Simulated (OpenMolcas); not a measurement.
# P⁴⁺: RASPT2 settings compared

* Program: OpenMolcas
* Basis: ANO-L-VQZP [6s5p3d2f]
* Scalar Hamiltonian: non-relativistic, point nucleus
* Active space: 1 electron in 9 orbitals (RAS2 3s 3p; RAS3 3d, at most 1 electron)
* State averaging: 2S+1 = 2 even, 1 root; 2S+1 = 2 odd, 3 roots
* Spin-orbit coupling: RASSI with atomic mean-field integrals over the reference wave functions, term energies averaged over their components

Methods on the same reference wave functions:
A. RASSCF
B. SS-RASPT2, IPEA 0.2 Eh, no level shift (closed shells correlated: 2s 2p)
C. SS-RASPT2, IPEA 0.75 Eh, imaginary shift 0.25 Eh (closed shells correlated: 2s 2p)

Energies in cm⁻¹ above 3s ²S_1/2, the measured ground level; measured values from Martin, Zalubas and Musgrove, J. Phys. Chem. Ref. Data 14, 751 (1985).

```
     Level      A      B      C  Measured
 3s ²S_1/2    0.0    0.0    0.0       0.0
3p ²P°_1/2  87271  87560  87559     88652
3p ²P°_3/2  87946  88235  88234     89447
```

Deviations, from unrounded energies. A percentage is the sum of absolute deviations over the sum of measured energies, with the sign that they share, or ± where signs differ.

```json
{"Against measurement": "mean absolute deviation (cm-1)", "Levels": "2", "A": "1400", "B": "1200", "C": "1200"}
{"Against measurement": "other configurations (%)", "Levels": "2", "A": "-1.6", "B": "-1.3", "C": "-1.3"}
```

B, C lie about equally close to measurement and A furthest from it. The largest miss of B in the table is 3p ²P°_3/2, by -1200 cm-1. The ranking rests on the paired levels alone, and a cruder setting can come out closer through cancelling errors.

Between B and C no level of the table moves by more than 5 cm-1.

The lowest spin-free term lies below A's lowest term by 0.031 hartree in B, 0.031 hartree in C.

With one active electron outside closed inactive shells, the extra shells (3d) add no correlation to the reference. With one active electron the reference holds no correlation, so core polarisation is missing (holds for A). With one active electron, CASPT2 adds the correlation within the correlated inactive shells and between them and that electron, and leaves the splitting within a term as the reference gives it (holds for B; C). Computed and measured levels are paired by configuration, term and J; levels that our copy of the source lacks, or whose pairing is in doubt (as where it misses far off the trend of its configuration), stay unpaired and out of the deviations. Levels of configurations outside the active space are missing.

° marks odd parity.
